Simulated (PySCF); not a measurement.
H2BFO, SMILES OBF at its PBE0/def2-SVP optimised geometry (Å):

```
5

B     -0.5246    -0.0828     0.0000
H     -1.1936    -1.0911    -0.0001
F     -1.1341     1.0911     0.0000
O      0.8187    -0.0828     0.0000
H      1.1936    -0.9681     0.0002
```

Calculation: PBE0/def2-TZVP (PySCF). Cells within 0.4 Å of a nucleus heavier than hydrogen are left out (blank, or x).

Map of the Laplacian of the electron density (e/bohr⁵), clipped to [-1.50, 1.50] on the plane z = 0.0 Å:

```
|55555555555555555555555555555|
|55555555555555555555555555555|
|55555555555555555555555555555|
|55555555555555555555555555555|
|55555555555555555555555555555|
|55555555555555555555555555555|
|55555555555555555555555555555|
|55555555788755555555555555555|
|55555557844875555555555555555|
|55555568xxx286555555555555555|
|55555568xxxx86555555555555555|
|555555577xx575556665555555555|
|55555556776555567666555555555|
|555555556659x9564xx5655555555|
|55555555557xxx43xxx1655555555|
|55555555555xxx43xxx3655555555|
|55555555543596566004655555555|
|55555555432345566510555555555|
|55555555400455555500555555555|
|55555555402455555555555555555|
|55555555555555555555555555555|
|55555555555555555555555555555|
|55555555555555555555555555555|
|55555555555555555555555555555|
|55555555555555555555555555555|
|55555555555555555555555555555|
|55555555555555555555555555555|
|55555555555555555555555555555|
|55555555555555555555555555555|
```
Scale: ten equal steps from -1.50 (start of '0') to 1.50 (end of '9'), in the order '0123456789'; x runs from -3.50 to 3.50, y from -3.50 (bottom) to 3.50 (top).
